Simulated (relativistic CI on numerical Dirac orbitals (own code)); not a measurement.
Computed by Dirac-Coulomb-Breit CI, KLI orbitals optimised for each configuration, model QED, valence Slater integrals scaled by 0.9, P86 correlation estimate, and configurations built on the next ion tied to the tabulated ionisation energy (semi-empirical) (own radial code, finite nucleus).

Configuration list (outside the closed core [Ne]): 3s2.3p3, 3s2.3p2.3d, 3s2.3p2.4s, 3s2.3p2.4p, 3s2.3p2.4d, 3s2.3p2.5s, 3s2.3p2.4f, 3s.3p4, 3p5, 3s2.3p.3d2, 3s.3p3.3d, 3p3.3d2, 3p4.3d, 3s.3p2.3d2, 3s2.3p.3d.4s, 3s2.3p.3d.4p, 3p4.4s, 3p4.4p, 3s.3p3.4s, 3s.3p2.3d.4s, 3s.3p2.3d.4p, 3s.3p3.4p, 3s2.3p.4s2, 3s2.3p2.5p. Levels of other configurations are missing.

Configurations that consist of the next ion and one excited electron were tied to the tabulated ionisation energy; Rydberg ones are usually within 1,000 to 3,000 cm⁻¹ and the lowest ones within about 6,000 (9,000 in d shells), while levels on excited terms of the next ion carry the error of that term, and the other configurations can be misplaced by 10,000 cm⁻¹ or more. Rates follow the energies as ν³ (E1, M1) or ν⁵ (E2), so rates, branching and lifetimes can be off by large factors.

Outline of the computed level scheme of V IX. Lowest level of each configuration: 3s2.3p3 4S°_3/2 at 0.0000 eV; 3s.3p4 4P_5/2 at 27.0564 eV; 3s2.3p2.3d 2P_3/2 at 38.4087 eV; 3s.3p3.3d 6D°_1/2 at 61.8593 eV.

Some strong electric-dipole decays among the lowest 45 levels: 3s2.3p2.3d 2F_7/2 → 3s2.3p3 2D°_5/2 (9.0e+10 s⁻¹); 3s2.3p2.3d 2F_5/2 → 3s2.3p3 2D°_3/2 (8.4e+10 s⁻¹); 3s2.3p2.3d 2D_5/2 → 3s2.3p3 2P°_3/2 (7.7e+10 s⁻¹); 3s2.3p2.3d 4P_1/2 → 3s2.3p3 4S°_3/2 (7.4e+10 s⁻¹); 3s2.3p2.3d 4P_3/2 → 3s2.3p3 4S°_3/2 (7.3e+10 s⁻¹); 3s2.3p2.3d 4P_5/2 → 3s2.3p3 4S°_3/2 (7.1e+10 s⁻¹); 3s2.3p2.3d 2D_3/2 → 3s2.3p3 2P°_1/2 (6.3e+10 s⁻¹); 3s2.3p2.3d 2D_3/2 → 3s2.3p3 2D°_3/2 (5.0e+10 s⁻¹).

LS names give the leading component of a level, which can be under half, so a name can repeat, a term be missing and a line seem to break the LS rules.
